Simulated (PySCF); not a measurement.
H5F2GeNSi (SMILES F[SiH](F)[NH][GeH3]), singlet, geometry from GFN2-xTB; PySCF with PBE0/6-31G, polarisability.

The PySCF input:
```python
from pyscf import gto, scf, dft
from pyscf.prop import polarizability

mol = gto.M(
    atom='''
Si    1.417642    0.442649    0.292136
F     2.609808   -0.458410    0.852105
F     1.566858    0.389110   -1.292772
N    -0.051024   -0.337046    0.683064
Ge   -1.640319   -0.125756   -0.187851
H     1.630364    1.807283    0.709542
H    -0.089181   -0.768212    1.592225
H    -2.581193   -1.099582    0.445789
H    -1.412719   -0.410130   -1.632186
H    -2.136900    1.280757   -0.009495
''',
    basis='6-31g',
    charge=0,
    spin=0,
    verbose=4,
)

mf = dft.RKS(mol)
mf.xc = 'pbe0'
mf.kernel()
alpha = mf.Polarizability().polarizability()[2, 2]
print('alpha_zz =', alpha)
```

What the program printed (banner, timings and long lists left out):

```
site-packages/pyscf/prop/efg/rhf.py:45: UserWarning: Module EFG is under testing
  warnings.warn('Module EFG is under testing')
site-packages/pyscf/prop/efg/dhf.py:30: UserWarning: Module EFG is under testing
  warnings.warn('Module EFG is under testing')
site-packages/pyscf/prop/zfs/uhf.py:40: UserWarning: Module ZFS is under testing
  warnings.warn('Module ZFS is under testing')
site-packages/pyscf/prop/gtensor/uhf.py:43: UserWarning: Module g-tensor is under testing
  warnings.warn('Module g-tensor is under testing')
site-packages/pyscf/prop/gtensor/uks.py:41: UserWarning: Module g-tensor is under testing
  warnings.warn('Module g-tensor is under testing')
site-packages/pyscf/prop/hfc/uks.py:35: UserWarning: Module HFC is under testing
  warnings.warn('Module HFC is under testing')
site-packages/pyscf/prop/magnetizability/rhf.py:39: UserWarning: Module magnetizability is under testing
  warnings.warn('Module magnetizability is under testing')
site-packages/pyscf/prop/magnetizability/uhf.py:37: UserWarning: Module magnetizability is under testing
  warnings.warn('Module magnetizability is under testing')
site-packages/pyscf/prop/magnetizability/rks.py:37: UserWarning: Module magnetizability is under testing
  warnings.warn('Module magnetizability is under testing')
site-packages/pyscf/prop/magnetizability/uks.py:39: UserWarning: Module magnetizability is under testing
  warnings.warn('Module magnetizability is under testing')
site-packages/pyscf/prop/polarizability/uhf.py:34: UserWarning: Module polarizability is under testing
  warnings.warn('Module polarizability is under testing')
site-packages/pyscf/prop/polarizability/rks.py:29: UserWarning: Module polarizability is under testing
  warnings.warn('Module polarizability is under testing')
site-packages/pyscf/prop/polarizability/uks.py:29: UserWarning: Module polarizability is under testing
  warnings.warn('Module polarizability is under testing')
PySCF version 2.14.0

[INPUT] verbose = 4
[INPUT] num. atoms = 10
[INPUT] num. electrons = 76
[INPUT] charge = 0
[INPUT] spin (= nelec alpha-beta = 2S) = 0
[INPUT] symmetry False subgroup None
[INPUT] Mole.unit = angstrom
[INPUT] Symbol           X                Y                Z      unit          X                Y                Z       unit  Magmom
[INPUT]  1 Si     1.417642000000   0.442649000000   0.292136000000 AA    2.678955122681   0.836485379313   0.552057031126 Bohr   0.0
[INPUT]  2 F      2.609808000000  -0.458410000000   0.852105000000 AA    4.931822357699  -0.866269352762   1.610245079373 Bohr   0.0
[INPUT]  3 F      1.566858000000   0.389110000000  -1.292772000000 AA    2.960932496084   0.735311332330  -2.442985021506 Bohr   0.0
[INPUT]  4 N     -0.051024000000  -0.337046000000   0.683064000000 AA   -0.096421385780  -0.636924631380   1.290803885550 Bohr   0.0
[INPUT]  5 Ge    -1.640319000000  -0.125756000000  -0.187851000000 AA   -3.099753666920  -0.237644398521  -0.354986942226 Bohr   0.0
[INPUT]  6 H      1.630364000000   1.807283000000   0.709542000000 AA    3.080941443350   3.415269899582   1.340840053876 Bohr   0.0
[INPUT]  7 H     -0.089181000000  -0.768212000000   1.592225000000 AA   -0.168527665515  -1.451710285604   3.008869178686 Bohr   0.0
[INPUT]  8 H     -2.581193000000  -1.099582000000   0.445789000000 AA   -4.877747844644  -2.077908831501   0.842419119344 Bohr   0.0
[INPUT]  9 H     -1.412719000000  -0.410130000000  -1.632186000000 AA   -2.669652000969  -0.775033375468  -3.084384524349 Bohr   0.0
[INPUT] 10 H     -2.136900000000   1.280757000000  -0.009495000000 AA   -4.038155755583   2.420279962120  -0.017942949553 Bohr   0.0

nuclear repulsion = 459.138751642923
number of shells = 43
number of NR pGTOs = 222
number of NR cGTOs = 77
basis = 6-31g
ecp = {}

******** <class 'pyscf.dft.rks.RKS'> ********
method = RKS
initial guess = minao
damping factor = 0
level_shift factor = 0
DIIS = <class 'pyscf.scf.diis.CDIIS'>
diis_start_cycle = 1
diis_space = 8
diis_damp = 0
SCF conv_tol = 1e-09
SCF conv_tol_grad = None
SCF max_cycles = 50
direct_scf = True
direct_scf_tol = 1e-13
XC library pyscf.dft.libxc version 7.1.2
    S. Lehtola, C. Steigemann, M. J. T. Oliveira, and M. A. L. Marques,  SoftwareX 7, 1–5 (2018)
XC functionals = pbe0
    C. Adamo and V. Barone,  J. Chem. Phys. 110, 6158 (1999)
    M. Ernzerhof and G. E. Scuseria,  J. Chem. Phys. 110, 5029 (1999)
radial grids:
    Treutler-Ahlrichs [JCP 102, 346 (1995); DOI:10.1063/1.469408] (M4) radial grids

becke partition: Becke, JCP 88, 2547 (1988); DOI:10.1063/1.454033
pruning grids: <function nwchem_prune>
grids dens level: 3
symmetrized grids: False
atomic radii adjust function: <function treutler_atomic_radii_adjust>
small_rho_cutoff = 0
Set gradient conv threshold to 3.16228e-05
Initial guess from minao.
tot grids = 131288
init E= -2622.79291393166
  HOMO = -0.312137455619623  LUMO = -0.0292211867096932  gap/eV = 7.69854
cycle= 1 E= -2622.80648166676  delta_E= -0.0136  |g|= 0.826  |ddm|= 2.94
  HOMO = -0.223665516413076  LUMO = 0.0179865526797136  gap/eV = 6.57569
cycle= 2 E= -2622.68854910305  delta_E= 0.118  |g|= 1.19  |ddm|= 1.71
  HOMO = -0.289871012942774  LUMO = 0.00576827412550962  gap/eV = 8.04475
cycle= 3 E= -2622.93649282922  delta_E= -0.248  |g|= 0.024  |ddm|= 0.983
  HOMO = -0.28739327202456  LUMO = 0.00861024068208183  gap/eV = 8.05467
cycle= 4 E= -2622.93665106854  delta_E= -0.000158  |g|= 0.013  |ddm|= 0.0521
  HOMO = -0.285710319498011  LUMO = 0.00911420539718  gap/eV = 8.02258
cycle= 5 E= -2622.93667668825  delta_E= -2.56e-05  |g|= 0.00638  |ddm|= 0.0146
  HOMO = -0.286756260310395  LUMO = 0.00881824166951972  gap/eV = 8.04299
cycle= 6 E= -2622.93668595473  delta_E= -9.27e-06  |g|= 0.000517  |ddm|= 0.00671
  HOMO = -0.286695736295763  LUMO = 0.00884651709413342  gap/eV = 8.04211
cycle= 7 E= -2622.93668599493  delta_E= -4.02e-08  |g|= 0.000256  |ddm|= 0.000609
  HOMO = -0.286715835101453  LUMO = 0.00884002193237965  gap/eV = 8.04248
cycle= 8 E= -2622.93668600259  delta_E= -7.66e-09  |g|= 7.11e-05  |ddm|= 0.000203
  HOMO = -0.286712441502413  LUMO = 0.00884089378185493  gap/eV = 8.04242
cycle= 9 E= -2622.93668600348  delta_E= -8.91e-10  |g|= 1.7e-05  |ddm|= 6.53e-05
  HOMO = -0.286712655633188  LUMO = 0.00884099039724351  gap/eV = 8.04242
Extra cycle  E= -2622.93668600348  delta_E= 2.27e-12  |g|= 2.14e-05  |ddm|= 2.56e-05
converged SCF energy = -2622.93668600348
Isotropic polarizability 44.9744402268
Polarizability anisotropy 9.83774670838
alpha_zz = 40.77134141794835
```
